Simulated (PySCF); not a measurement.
**Working out the ionisation energy of S²⁺**

S²⁺ [Ne] 3s2 3p2 (3P) → S³⁺ [Ne] 3s2 3p1 (2P). All numbers are calculated (PySCF 2.14, the spin-free X2C one-electron Hamiltonian (Gaussian nucleus), in x2c-TZVPPall with one added diffuse shell each of s, p, d type (6s6p4d1f, 51 functions)). Frozen: [Ne]. Energies in hartree (1 hartree = 27.21139 eV):

| part | S²⁺ (lower) | S³⁺ (upper) |
| --- | --- | --- |
| UHF | -397.411733 | -396.156813 |
| CCSD correlation | -0.089235 | -0.070018 |
| (T) | -0.002161 | -0.000998 |

What does Hartree-Fock give?

(-396.156813) − (-397.411733) = 1.254920 hartree = 34.148 eV.

What do CCSD and CCSD(T) give?

The CCSD correlation energies differ by 0.019217 hartree = 0.523 eV and the triples by 0.001163 hartree = 0.032 eV, so CCSD gives 34.671 eV and CCSD(T) 34.703 eV.

A first-order spin-orbit estimate adds -0.009 eV to CCSD(T) (valence), giving 34.694 eV against 34.86 ± 0.04 eV (semi-empirical (NIST evaluation); NIST Atomic Spectra Database, ionization energies).

What remains against the reference includes basis incompleteness, the frozen core and higher excitations.
